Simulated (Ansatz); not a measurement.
Geometry optimisation, Ansatz, DFT LDA, scalar-relativistic, plane waves, PAW.

The input (input.yaml):

```yaml
crystal:
  lattice:
    - [5.048742, 0.0, 0.0]
    - [2.524371, 4.372339, 0.0]
    - [0.0, 0.0, 17.776426]
  atoms:
    - { symbol: H, position: [0.1666667, 0.1666667, 0.0562543] }
    - { symbol: H, position: [0.6666667, 0.1666667, 0.0562543] }
    - { symbol: H, position: [0.1666667, 0.6666667, 0.0562543] }
    - { symbol: H, position: [0.6666667, 0.6666667, 0.0562543] }
    - { symbol: C, position: [0.1666667, 0.1666667, 0.118134] }
    - { symbol: C, position: [0.6666667, 0.1666667, 0.118134] }
    - { symbol: C, position: [0.1666667, 0.6666667, 0.118134] }
    - { symbol: C, position: [0.6666667, 0.6666667, 0.118134] }
    - { symbol: C, position: [-0.1666667, 0.3333333, 0.147121] }
    - { symbol: C, position: [0.3333333, 0.3333333, 0.147121] }
    - { symbol: C, position: [-0.1666667, 0.8333333, 0.147121] }
    - { symbol: C, position: [0.3333333, 0.8333333, 0.147121] }
    - { symbol: C, position: [-0.1666667, 0.3333333, 0.234082] }
    - { symbol: C, position: [0.3333333, 0.3333333, 0.234082] }
    - { symbol: C, position: [-0.1666667, 0.8333333, 0.234082] }
    - { symbol: C, position: [0.3333333, 0.8333333, 0.234082] }
    - { symbol: C, position: [0.0, 0.0, 0.2630689] }
    - { symbol: C, position: [0.5, 0.0, 0.2630689] }
    - { symbol: C, position: [0.0, 0.5, 0.2630689] }
    - { symbol: C, position: [0.5, 0.5, 0.2630689] }
    - { symbol: H, position: [0.5, 0.0, 0.3249487] }
    - { symbol: H, position: [0.0, 0.5, 0.3249487] }
    - { symbol: H, position: [0.5, 0.5, 0.3249487] }
    - { symbol: "N", position: [-0.0001891, 0.4833242, 0.4070799], spin: 1.0 }
    - { symbol: "N", position: [0.2522881, 0.2932504, 0.4127053] }
magnetization:
  spin_polarized: true
basis:
  ecutwfc: 420.0
kpoints:
  mp_grid: { grid: [3, 3, 1] }
hamiltonian:
  xc: lda
  pseudopotentials: { kind: paw, azcp: { folder: soft_1 } }
scf:
  occupations: { method: gaussian, width: 0.05 }
  lower_state_search: "off"
relax:
  f_tol: 0.03
  max_steps: 60
  adjacent_minimum: "off"
  constraints: [{ sites: [0, 1, 2, 3, 4, 5, 6, 7, 8, 9, 10, 11] }]
output:
  write_density: true
  write_potential: true
  elf: true
  volumetric_format: npy
```

Run as:

```bash
$ ansatz run input.yaml --threads 2 --pin off --max-ram 5120MiB --backend cpu --events-out ev --progress --plain --runs-dir out
```

Q: Where does it end, and by what steps?

A: The forces met the threshold. The force dipped under the threshold on the way, but the program's further checks kept it going. Limits of this set-up: coarse k mesh, thin slab, slab without dipole correction, no dispersion correction for a molecule that may bind weakly, PAW files made for another functional. After 39 steps the energy has fallen by 1.543 eV; N24 moved furthest, 2.46 Å.

```
step  energy less start (eV)  largest force component (eV/Å)  accepted
   0                  0.0000                           4.836       yes
   2                 -1.2681                           0.642       yes
   4                 -1.4466                           0.190       yes
   6                 -1.4738                           0.029       yes
   8                 -1.4743                           0.073       yes
  10                 -1.4755                           0.051       yes
  12                 -1.4756                           0.028       yes
  14                 -1.4757                           0.053       yes
  16                 -1.4758                           0.064       yes
  18                 -1.4761                           0.084       yes
  20                 -1.4765                           0.114       yes
  22                 -1.4775                           0.157       yes
  24                 -1.4796                           0.213       yes
  26                 -1.4848                           0.276       yes
  28                 -1.4961                           0.613       yes
  30                 -1.5113                           0.573       yes
  32                 -1.5298                           0.058       yes
  34                 -1.5337                           0.096       yes
  36                 -1.5406                           0.209       yes
  38                 -1.5425                           0.033       yes
  39                 -1.5426                           0.009       yes
```

```xyz
25
Lattice="5.0487 0.0000 0.0000 2.5244 4.3723 0.0000 0.0000 0.0000 17.7764" Properties=species:S:1:pos:R:3
H 1.262 0.729 1.000
H 3.787 0.729 1.000
H 2.524 2.915 1.000
H 5.049 2.915 1.000
C 1.262 0.729 2.100
C 3.787 0.729 2.100
C 2.524 2.915 2.100
C 5.049 2.915 2.100
C 0.000 1.457 2.615
C 2.524 1.457 2.615
C 1.262 3.644 2.615
C 3.787 3.644 2.615
C 0.000 1.454 4.167
C 2.524 1.457 4.152
C 1.265 3.645 4.167
C 3.784 3.645 4.169
C 0.000 0.000 4.521
C 2.525 0.006 4.642
C 1.267 2.183 4.640
C 3.782 2.182 4.641
H 2.533 0.011 5.751
H 1.270 2.182 5.750
H 3.781 2.173 5.751
N -0.104 0.041 7.207
N 0.760 -0.415 7.712
```

Whether the end is a true minimum wasn't checked by a vibrational analysis.

Run time: 9.8 min on 2 threads of Arm Neoverse V2, on a shared host, peak memory 0.7 GiB.
